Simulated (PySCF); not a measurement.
A GIAO shielding run with PySCF (density fitting, non-relativistic, gas phase) on SMILES N1CC[C@H](N2CCCC2)[SiH2]1, C7H16N2Si:

```
$ OMP_NUM_THREADS=1 python probes_run.py task.json out

{"job": {"kind": "nmr", "xc": "PBE0", "basis": "pcSseg-1"}, "charge": 0, "multiplicity": 1}
C     -3.482455    -0.543632     0.359582
C     -3.414226     0.963413     0.032075
C     -1.951785     1.203995    -0.361831
N     -1.238259     0.079038     0.211449
C      0.126004    -0.081884    -0.219455
C      1.033237     1.090078     0.181843
C      2.492215     0.653722     0.067437
N      2.569803    -0.694716     0.597460
Si     1.066699    -1.554498     0.543504
C     -2.098012    -1.061311    -0.018063
H     -3.656998    -0.694178     1.434736
H     -4.283254    -1.067790    -0.181364
H     -3.690872     1.566036     0.908876
H     -4.096101     1.248006    -0.782349
H     -1.845833     1.217082    -1.472464
H     -1.556588     2.160512     0.012499
H      0.185333    -0.206042    -1.331911
H      0.847634     1.989551    -0.427760
H      0.803574     1.345661     1.230446
H      2.817688     0.711519    -0.992750
H      3.138933     1.347777     0.632916
H      3.492841    -1.084109     0.730254
H      0.545789    -1.981320     1.883087
H      1.073606    -2.775388    -0.329066
H     -1.778777    -1.928423     0.584568
H     -2.079640    -1.378499    -1.088192
```

Hardware: 1 thread of an Intel Xeon 6975P-C, shared host. The job also computes population analyses, field gradients, ring-centre shieldings.

Problem. How large is the calculation?

Solution. 86 electrons, 257 basis functions and 1342 auxiliary functions.

Problem. How long does it take, and how much memory does it need?

Solution. 44 s of wall time, with 12 SCF cycles and 4 response iterations; peak memory 1.2 GiB. Times on a shared host scatter by some tens of per cent.
